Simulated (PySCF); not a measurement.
## Potential energy of HoC along the bond

Set-up: Ho x2c-SVPall, C x2c-SVPall; spin-free X2C with a Gaussian nucleus (PySCF 2.14). Energies in eV from Ho (4f11 6s2) + C in their ground configurations at the same level. State: Ms = 2.5 determinant of mixed spin, about 11.0 electrons in the 4f shell (Mulliken), real f orbitals that mix terms.

All columns are PBE0. A positive dipole means Ho(−)C(+).

```csv
R (Å),E (eV),μ (D),Mulliken charge on Ho (basis-dependent),HOMO (eV),LUMO (eV),Mayer bond order,⟨S²⟩
2.003,-2.071,-3.72,0.35,-4.29,-2.35,2.01,9.67
2.096,-2.255,-3.55,0.38,-4.12,-2.18,1.61,9.64
2.189,-2.394,-3.68,0.40,-4.10,-2.14,1.38,9.61
2.259,-2.449,-3.86,0.42,-4.13,-2.15,1.28,9.60
2.329,-2.467,-4.07,0.43,-4.17,-2.17,1.20,9.59
2.399,-2.451,-4.29,0.44,-4.22,-2.20,1.13,9.59
2.492,-2.389,-4.61,0.46,-4.30,-2.25,1.07,9.58
2.608,-2.262,-5.02,0.47,-4.39,-2.33,1.02,9.56
2.748,-2.066,-5.47,0.47,-4.50,-2.43,0.97,9.53
2.934,-1.776,-5.95,0.47,-4.63,-2.55,0.91,9.48
```

A fit through these points gives, at Re = 2.328 Å, μ = -4.06 D and dμ/dR = -3.11 D/Å; the reduced mass is 11.19 u.

Task: How strong is the fundamental in the double-harmonic approximation, I = 42.26·(dμ/dR)²/μred km/mol?

Result: I = 42.26·(-3.11)²/11.19 = 36.5 km/mol at PBE0.

These are scalar-relativistic numbers at best; spin–orbit coupling would shift them, the dissociation energy most. With d or f electrons several states lie close, and the lowest PBE0 determinant need not be the measured ground state.
